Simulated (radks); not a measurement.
Fractional charge and spin in the 4p shell of zirconium: the spin-up occupation runs from 2 to 3 and the spin-down occupation from 2 to 3; the fullest corner is Zr2+, [Ar] 3d10 4s2 4d(up 1, down 1) 4p(up 3, down 3). Calculated with a radial shooting solver on a logarithmic mesh with Libxc functionals: scalar-relativistic Kohn-Sham, SCAN, spin-polarised, spherical densities, finite nucleus; meta-GGA in the generalised Kohn-Sham scheme; Fermi nuclear charge, rms radius of each element as measured or else 0.836 A^(1/3) + 0.57 fm. Energy (eV) minus the two flat planes that join the four corners (they meet along the diagonal where the two added fractions sum to one electron); zero is where a piecewise linear energy would lie.

down \ up       2     2.5       3
2           0.000  -1.803   0.000
2.5        -1.803   0.383  -1.667
3           0.000  -1.667   0.000

Corners above the fullest one (they belong to Zr3+ and the next ion): (up 3, down 2) 54.392 eV, (up 2, down 3) 54.392 eV, (up 2, down 2) 124.19 eV. With half an added electron in each spin the energy lies 0.383 eV from the planes, and with half an added electron in spin up alone -1.803 eV. The planes are only a guide here: the flat-plane condition holds for ground states with one frontier orbital, while this shell lies below other occupied shells, so the corners above the fullest one are inner-hole states and not the ground states of those ions.
